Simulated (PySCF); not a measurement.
BLYP on Tm(3+) (thulium, charge +3)

Configuration: [Xe] 4f12, one real determinant. All numbers are calculated (PySCF 2.14, the spin-free X2C one-electron Hamiltonian (Gaussian nucleus), in cc-pwCVTZ-X2C (12s11p9d7f4g1h, 186 functions)).

- Total energy: -13566.40 hartree
- One-electron energy: -18531.74 hartree
- Hartree (Coulomb) energy: 5254.91 hartree
- Exchange-correlation energy: -289.57 hartree
- ⟨S²⟩: 2.0007
- ⟨L²⟩: 24.007
- Sum of ⟨r⟩: 34.17 bohr
- Sum of ⟨r²⟩: 32.89 bohr²
- Traceless quadrupole moment −½Σ⟨3z² − r²⟩ along its main axis: 0.180 e·bohr²
- Langevin diamagnetic susceptibility: -26.0 ×10⁻⁶ cm³/mol
- Time after the integrals: 9.1 s of wall time on 2 threads of Neoverse-V1 (shared host)

```json
{"shell": "1s α", "electrons": "1", "mean orbital energy (eV)": "-59149.5", "spread (eV)": "0", "rms radius, mean of both spins (bohr)": "0.0227"}
{"shell": "1s β", "electrons": "1", "mean orbital energy (eV)": "-59149.5", "spread (eV)": "0", "rms radius, mean of both spins (bohr)": "0.0227"}
{"shell": "2s α", "electrons": "1", "mean orbital energy (eV)": "-10007.4", "spread (eV)": "0", "rms radius, mean of both spins (bohr)": "0.0918"}
{"shell": "2s β", "electrons": "1", "mean orbital energy (eV)": "-10007.3", "spread (eV)": "0", "rms radius, mean of both spins (bohr)": "0.0918"}
{"shell": "2p α", "electrons": "3", "mean orbital energy (eV)": "-8863.4", "spread (eV)": "0.289", "rms radius, mean of both spins (bohr)": "0.0829"}
{"shell": "2p β", "electrons": "3", "mean orbital energy (eV)": "-8863.4", "spread (eV)": "0.278", "rms radius, mean of both spins (bohr)": "0.0829"}
{"shell": "3s α", "electrons": "1", "mean orbital energy (eV)": "-2276.1", "spread (eV)": "0", "rms radius, mean of both spins (bohr)": "0.236"}
{"shell": "3s β", "electrons": "1", "mean orbital energy (eV)": "-2275.1", "spread (eV)": "0", "rms radius, mean of both spins (bohr)": "0.236"}
{"shell": "3p α", "electrons": "3", "mean orbital energy (eV)": "-1927.9", "spread (eV)": "1.618", "rms radius, mean of both spins (bohr)": "0.237"}
{"shell": "3p β", "electrons": "3", "mean orbital energy (eV)": "-1927.0", "spread (eV)": "1.202", "rms radius, mean of both spins (bohr)": "0.237"}
{"shell": "3d α", "electrons": "5", "mean orbital energy (eV)": "-1486.8", "spread (eV)": "1.549", "rms radius, mean of both spins (bohr)": "0.217"}
{"shell": "3d β", "electrons": "5", "mean orbital energy (eV)": "-1486.0", "spread (eV)": "1.041", "rms radius, mean of both spins (bohr)": "0.217"}
{"shell": "4s α", "electrons": "1", "mean orbital energy (eV)": "-475.95", "spread (eV)": "0", "rms radius, mean of both spins (bohr)": "0.529"}
{"shell": "4s β", "electrons": "1", "mean orbital energy (eV)": "-473.96", "spread (eV)": "0", "rms radius, mean of both spins (bohr)": "0.529"}
{"shell": "4p α", "electrons": "3", "mean orbital energy (eV)": "-360.87", "spread (eV)": "2.445", "rms radius, mean of both spins (bohr)": "0.563"}
{"shell": "4p β", "electrons": "3", "mean orbital energy (eV)": "-358.92", "spread (eV)": "1.573", "rms radius, mean of both spins (bohr)": "0.563"}
{"shell": "4d α", "electrons": "5", "mean orbital energy (eV)": "-205.37", "spread (eV)": "2.711", "rms radius, mean of both spins (bohr)": "0.615"}
{"shell": "4d β", "electrons": "5", "mean orbital energy (eV)": "-203.48", "spread (eV)": "1.428", "rms radius, mean of both spins (bohr)": "0.615"}
{"shell": "5s α", "electrons": "1", "mean orbital energy (eV)": "-83.886", "spread (eV)": "0", "rms radius, mean of both spins (bohr)": "1.28"}
{"shell": "5s β", "electrons": "1", "mean orbital energy (eV)": "-83.025", "spread (eV)": "0", "rms radius, mean of both spins (bohr)": "1.28"}
{"shell": "5p α", "electrons": "3", "mean orbital energy (eV)": "-56.400", "spread (eV)": "0.897", "rms radius, mean of both spins (bohr)": "1.50"}
{"shell": "5p β", "electrons": "3", "mean orbital energy (eV)": "-55.782", "spread (eV)": "0.574", "rms radius, mean of both spins (bohr)": "1.50"}
{"shell": "4f α", "electrons": "7", "mean orbital energy (eV)": "-36.312", "spread (eV)": "2.582", "rms radius, mean of both spins (bohr)": "0.857"}
{"shell": "4f β", "electrons": "5", "mean orbital energy (eV)": "-34.837", "spread (eV)": "1.849", "rms radius, mean of both spins (bohr)": "0.857"}
```

⟨L²⟩ = 24.01 against 30 for a pure H term, so this real determinant mixes terms. Spin-orbit coupling, absent here, splits the open shell strongly.

Densities and radii are taken from the X2C orbitals without a picture-change correction, which distorts them close to the nucleus.
